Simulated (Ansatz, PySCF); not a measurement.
Noncovalent pair: NH3 (SMILES N) (first 4 atoms) with N2 (SMILES N#N); geometry from B3LYP-D3(BJ)/def2-TZVP, rigid monomers moved along the line of their centres of mass till N1···N5 is 2.90 Å.
(charge 0, multiplicity 1):
```xyz
6

N     -0.1599     0.1857    -0.1659
H     -0.3851     0.3345    -1.1430
H      0.7648     0.5691    -0.0064
H     -0.0952    -0.8151    -0.0187
N      0.4546    -0.3140     2.6280
N     -0.2539     0.1530     3.3131
```

Monomers are frozen at their geometry in the pair; levels with a basis set take the counterpoise correction.

Cores are frozen in the correlated methods. CBS(a, b) extrapolates the correlation energy as X⁻³ and adds the Hartree–Fock energy of set b.

Codes used: Ansatz (a quantum-chemistry and plane-wave program) with Gaussian orbitals; PySCF for the dispersion terms. Each number belongs to the level named beside it.

PBE/def2-TZVPPD gives 1.0 kJ/mol for the interaction energy.

Q: Where do these levels fall relative to PBE: PBE-D3(BJ)/def2-TZVPPD, r2SCAN/def2-TZVPPD, B3LYP/def2-TZVPPD, wB97M-V/def2-TZVPPD, MP2/CBS(aug-cc-pVDZ, aug-cc-pVTZ), CCSD(T)/CBS(aug-cc-pVDZ, aug-cc-pVTZ).

A: PBE-D3(BJ)/def2-TZVPPD -2.5; r2SCAN/def2-TZVPPD -1.2; B3LYP/def2-TZVPPD 2.3; wB97M-V/def2-TZVPPD -1.6; MP2/CBS(aug-cc-pVDZ, aug-cc-pVTZ) -2.7; CCSD(T)/CBS(aug-cc-pVDZ, aug-cc-pVTZ) -2.2 kJ/mol. 1 of 6 lie above PBE; the widest gap is to MP2/CBS(aug-cc-pVDZ, aug-cc-pVTZ).
